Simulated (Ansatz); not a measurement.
Breaking the O4–H5 bond in AlFH2O (SMILES [OH][AlH][F]) (multiplicity 1 held, fragments rigid). Energies count from the point at 0.958 Å.
Geometry at that point (charge 0, multiplicity 1):
```csv
atom,x (Å),y (Å),z (Å)
Al,-0.2244,-0.3699,0.1214
H,-1.0285,-1.6418,0.5186
F,1.2464,-0.0753,0.8183
O,-0.8547,0.7027,-1.0173
H,-0.4341,1.5074,-1.3228
```

Restricted levels (R-, RO-) in cc, def2 and unpolarised 6-31G sets keep to the state of the molecule at rest. Active spaces are followed from a long bond inwards. Curves can end on different states.

Frozen-core correlation.

Run with Ansatz (Gaussian basis) for Hartree–Fock, density functionals and correlated methods. 

Q: Estimate the energy at R = 3.066 Å that SC-NEVPT2 on CASSCF(4,3)/cc-pV(D+d)Z returns for this input.

A: 525 kJ/mol

Q: Predict the energy at R = 3.066 Å from R-MP2/cc-pV(D+d)Z.

A: 607 kJ/mol

Q: What energy at R = 3.066 Å does FIC-MRCISD+Q on CASSCF(4,3)/cc-pV(D+d)Z give?

A: 507 kJ/mol

Doubts at one or more of the structures used: a restricted determinant that unrestricted orbitals would lower (R-MP2/cc-pV(D+d)Z); active orbitals that take no part (SC-NEVPT2 on CASSCF(4,3)/cc-pV(D+d)Z, FIC-MRCISD+Q on CASSCF(4,3)/cc-pV(D+d)Z).

Ansatz is an electronic-structure program.
